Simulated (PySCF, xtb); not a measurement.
CCl₂, SMILES Cl[C]Cl (connectivity only; charge and spin as stated), neutral, multiplicity 1.

Harmonic wavenumbers (cm⁻¹) from GFN2-xTB (xtb) at its own minimum, in rising order: 332, 742, 783.

Problem. What does PBE0-D3(BJ)/def2-TZVP (PySCF) give at its own minimum? (An estimate is asked for; the answer gives what the named calculation found.)

Solution. 340, 740, 791. Paired by order, the mean absolute difference is 6 cm⁻¹ and the zero-point energies are 2.7 and 2.7 kcal/mol.
